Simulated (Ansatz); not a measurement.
Basis-set series for C₃H₇ClOSi, SMILES `CC(C)O[Si]Cl`. Charge 0, multiplicity 1. All single points use the PBE0-D4/def2-TZVP geometry. It is one conformer, not always the lowest.

Z-matrix (Å, degrees):
```
C
C 1 1.512
H 1 1.092 2 110.2
H 1 1.091 2 110.8 3 119.9
H 1 1.092 2 110.5 3 -119.9
C 2 1.513 1 113.0 3 61.1
O 2 1.431 1 108.0 3 -178.6
H 2 1.095 1 109.8 3 -61.1
H 6 1.093 2 110.4 1 60.5
H 6 1.092 2 110.7 1 -179.1
H 6 1.092 2 110.2 1 -59.4
Si 7 1.622 2 136.5 1 140.7
Cl 12 2.120 7 102.9 2 0.2
```

| functional | basis | functions | energy (Eh) | HOMO (eV) | LUMO (eV) |
| --- | --- | --- | --- | --- | --- |
| PBE0-D4 | def2-SVP | 127 | -942.64806 | -7.22 | -1.67 |
| PBE0-D4 | def2-TZVPP | 306 | -943.13091 | -7.32 | -1.78 |
| ωB97M-V | def2-SVP | 127 | -943.00842 | -9.27 | 0.43 |
| ωB97M-V | def2-TZVPP | 306 | -943.49976 | -9.42 | 0.21 |

Q: Give the rows for def2-QZVPP. (An estimate is asked.)

A: Computed: 
```
functional       basis  functions  energy (Eh)  HOMO (eV)  LUMO (eV)
   PBE0-D4  def2-QZVPP        578   -943.16518      -7.35      -1.83
   ωB97M-V  def2-QZVPP        578   -943.53258      -9.46       0.10
```

Positive LUMOs are unbound and depend on the basis.
